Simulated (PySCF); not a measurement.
Computed with TPSSh-D3(BJ)/def2-TZVP // PBE0-D3(BJ)/def2-TZVP (PySCF). Isolated molecules, 0 K electronic values unless said otherwise. One relaxed conformer stands for a flexible species; it need not be the lowest. Delta-SCF ions had no search for a lower state. 

Reference species (SMILES): `[OH][Ga]([SiH3])[SiH3]` (H–O–Ga–Si torsion 1°) (neutral, multiplicity 1).

| Item | Value |
|---|---|
| vertical ionisation energy (Delta-SCF) | 8.91 eV |
| HOMO–LUMO gap | 4.45 eV |
| HOMO | -6.69 eV |

Changed species: `[OH][Ga]([OH])[SiH3]` (H–O–Ga–Si torsion -179°, Si–Ga–O–H torsion -1°) (1 of 3 OH replaced by SiH3; the reference has 2 of 3 OH replaced by SiH3).

Question: Give the shifts of the vertical ionisation energy (Delta-SCF), HOMO–LUMO gap and HOMO.

Answer: the vertical ionisation energy (Delta-SCF) rises by 1.16 eV, to 10.07 eV; the HOMO–LUMO gap goes up by 1.69 eV, to 6.14 eV; the HOMO drops by 0.86 eV, to -7.55 eV.
